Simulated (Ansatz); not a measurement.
The first iterations of a band of CH7FO2Si2 (13 atoms, charge 0, multiplicity 1).

Method: RKS PBE0/def2-SVP (Ansatz 0.2.0).

- movable images: 5
- climbing image: yes
- spring: 5.0 eV/Å²
- optimiser: quadratic models (default)
- start path: IDPP
- force threshold: 0.05 eV/Å
- iteration limit: 60
- end points: relaxed

Initial state:

```xyz
13
Properties=species:S:1:pos:R:3
C -0.072 -2.510 0.358
O 0.205 -1.140 0.506
Si -0.072 0.045 -0.605
F -1.684 0.366 -0.695
Si 0.737 2.101 0.189
O -0.651 3.004 0.406
H 0.138 -2.867 -0.666
H -1.128 -2.729 0.591
H 0.560 -3.077 1.057
H 0.310 -0.448 -1.963
H 1.647 2.751 -0.803
H 1.487 1.941 1.469
H -1.456 2.528 0.170
```

Final state:

```xyz
13
Properties=species:S:1:pos:R:3
C 0.150 -2.561 0.375
O 0.310 -1.172 0.507
Si -0.529 -0.003 -0.303
F -2.087 0.000 0.179
Si 0.501 2.026 0.270
O -0.210 3.330 -0.498
H 0.041 -2.866 -0.682
H -0.734 -2.916 0.930
H 1.039 -3.061 0.786
H -0.579 -0.333 -1.763
H 1.960 1.911 -0.061
H 0.349 2.270 1.731
H -0.190 3.337 -1.459
```

| iteration | highest image above the first end (eV) | largest band force component (eV/Å) |
| --- | --- | --- |
| 1 | 0.073 | 0.496 |
| 2 | 0.075 | 0.391 |
| 3 | 0.048 | 0.180 |
| 4 | 0.047 | 0.126 |

Q: Does the band converge within its limit, and where does its top end?

A: It converged. It ended after 13 iterations with the highest image 0.044 eV above the first end. A vibrational analysis at the climbing image gives one clearly imaginary mode, 163i cm⁻¹: a first-order saddle point.

Time of the run: 3.7 min on 2 threads of Arm Neoverse V2, on a shared host, peak memory 0.31 GiB.
